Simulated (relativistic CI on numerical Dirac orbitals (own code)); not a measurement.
**Ti⁺ in a cubic cluster: 1s photoemission with charge transfer**

Computed with a charge-transfer multiplet model of a cubic metal-ligand cluster with up to 2 ligand holes, Slater and spin-orbit integrals from Dirac-Coulomb-Breit ions, Slater integrals scaled by 0.9. The ground state mixes d3 with configurations of k ligand holes L, whose averages lie at kΔ + k(k − 1)U_dd/2; a core hole lowers each added d electron by U_cd. 300 K, Lorentzian 1.1 eV and Gaussian 0.6 eV FWHM.

Atomic integrals in eV (Slater integrals scaled, ζ unscaled), ground: F2dd 6.085, F4dd 3.735, zeta_d 0.009; with the core hole: F2dd 8.110, F4dd 5.042, zeta_d 0.020, G2cd 0.031.

Cluster parameters (eV): Δ = 7.7, U_cd = 5.5, 10Dq = 0.8, 10Dq(ligand) = 0.2, V(eg) = 2.6, V(t2g) = -1.23, final-state hopping factor = 1.

```csv
Case,n_d,d3,d4L,d5L2,S
U_dd = 2.6 eV,3.33,0.70,0.27,0.03,1.50
U_dd = 4.7 eV,3.31,0.71,0.26,0.02,1.50
U_dd = 5.4 eV,3.31,0.72,0.26,0.02,1.50
```

Weights, n_d and S are thermal averages at 300 K. Binding energies count from the first peak over 30 % of the highest in each spectrum, which can be another peak from case to case. The parameters are a model scan and need not match a compound or its usual spin state. Peaks in eV (height, largest 100):
- U_dd = 2.6 eV: 0.0 (100), 9.3 (10)
- U_dd = 4.7 eV: 0.0 (100), 9.7 (9)
- U_dd = 5.4 eV: 0.0 (100), 9.8 (9)

Curve for U_dd = 4.7 eV (points under 2 left out, the grid thinned):

E (eV), Intensity and a bar:
```
     -3.9        2.3 
     -3.6        2.7 
     -3.3        3.2 
     -2.9        4.2 #
     -2.6        5.2 #
     -2.3        6.6 #
     -2.0        8.6 ##
     -1.6       13.2 ###
     -1.3       19.3 #####
     -1.0       30.1 #########
     -0.7       49.2 ##############
     -0.3       85.8 ##########################
      0.0      100.0 ##############################
      0.3       85.6 ##########################
      0.6       57.5 #################
      0.9       35.3 ##########
      1.3       19.2 #####
      1.6       13.2 ###
      1.9        9.5 ##
      2.2        7.2 ##
      2.6        5.2 #
      2.9        4.3 #
      3.2        3.6 
      3.5        3.0 
      3.8        2.6 
      4.2        2.3 
      4.5        2.1 
      5.5        2.1 
      5.8        2.4 
      6.2        2.9 
      6.5        3.0 
      6.8        3.2 
      7.1        3.2 
      7.4        3.0 
      7.8        2.8 
      8.1        2.9 
      8.4        3.2 
      8.7        3.6 
      9.1        5.4 #
      9.4        7.5 ##
      9.7        8.8 ##
     10.0        8.0 ##
     10.4        4.9 #
     10.7        3.2 
     11.0        2.2
```

For the case U_dd = 4.7 eV, Δ = 7.7 eV is larger than U_dd = 4.7 eV, the Mott-Hubbard side of the Zaanen-Sawatzky-Allen scheme. With the core hole the average of the configuration with one ligand hole lies at Δ − U_cd = 2.2 eV before mixing: the effective hopping of about 5.5 eV (from the holes of the mixed ground state) is comparable with this gap or larger, so the configurations mix strongly.
